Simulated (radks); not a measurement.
Task: Valence configurations of Ag II (all share [Kr]). Calculated with a radial shooting solver on a logarithmic mesh with Libxc functionals: scalar-relativistic Kohn-Sham, r2SCAN, spin-unpolarised, spherical densities, finite nucleus; meta-GGA in the generalised Kohn-Sham scheme; Fermi nuclear charge, rms radius 4.5454 fm. Order these by energy: 4d8 5s2; 4d8 5p2; 4d9.5 5p0.5; 4d9 5s1; 4d6 5p4; 4d10; 4d9.5 5s0.5; 4d5 5s1 5p4; 4d8.5 5s1.5; 4d9 5p1.

Result: From the lowest, in eV above it: 4d10 0.000; 4d9.5 5s0.5 2.774; 4d9.5 5p0.5 5.419; 4d9 5s1 6.035; 4d8.5 5s1.5 9.787; 4d9 5p1 11.651; 4d8 5s2 14.063; 4d8 5p2 26.711; 4d6 5p4 67.540; 4d5 5s1 5p4 85.236. NIST lists [Kr] 4d10 as the ground configuration; this level of theory agrees among the configurations tried. The energies are those of spherical spin-averaged densities, not of single terms.
